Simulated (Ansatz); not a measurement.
Consider the ligand exchange at a Zr–C bond: `[CH3][Zr]([F])([F])[F]` + `N=C=O` → `O=C=[N][Zr]([F])([F])[F]` + CH₄.

Isolated molecules relaxed with PBE0-D4/def2-TZVP in Ansatz; ΔE leaves out vibrations. CBS: MP2 limit from def2 TZ/QZ plus the TZ coupled-cluster correction, frozen cores. This one scheme is used for every species. Functionals use def2-TZVPP. Elements past krypton have def2 core potentials. For Zr outer-core shells are correlated without core-valence functions, which leaves a few kJ/mol of doubt a bond. One conformer a species, not always the lowest.

| level | ΔE (kcal/mol) | difference from CCSD(T)/CBS |
| --- | --- | --- |
| LDA (SPW92) | -39.8 | 2.4 |
| r2SCAN-D4 | -42.7 | -0.5 |
| PBE0-D4 | -41.8 | 0.4 |
| r2SCAN | -42.7 | -0.5 |
| r2SCANh | -42.8 | -0.6 |
| CAM-B3LYP | -43.4 | -1.2 |
| HF/def2-SVP | -50.2 | -8.0 |
| MP2/def2-SVP | -48.7 | -6.5 |
| CCSD/def2-TZVPP | -43.5 | -1.3 |
| HF/CBS(def2) | -47.4 | -5.2 |
| CCSD(T)/CBS | -42.2 | 0 |

Largest T1 diagnostic among the species: 0.018.

In def2-TZVPP, CCSD(T) changes the Hartree–Fock value by +4.2 kcal/mol (the triples alone add +0.1 kcal/mol) and MP2 by +3.0 kcal/mol. From BLYP to BHLYP (50 % exact exchange), in def2-TZVPP and without D4, ΔE moves by −2.4 kcal/mol. Leaving LDA and LC-ωPBE aside and taking each functional with its dispersion term where it has one, the values, not all of them listed here, spread over 4.1 kcal/mol, from BHLYP-D4 to PBE-D4. LDA lies +0.8 kcal/mol from PBE without D4.
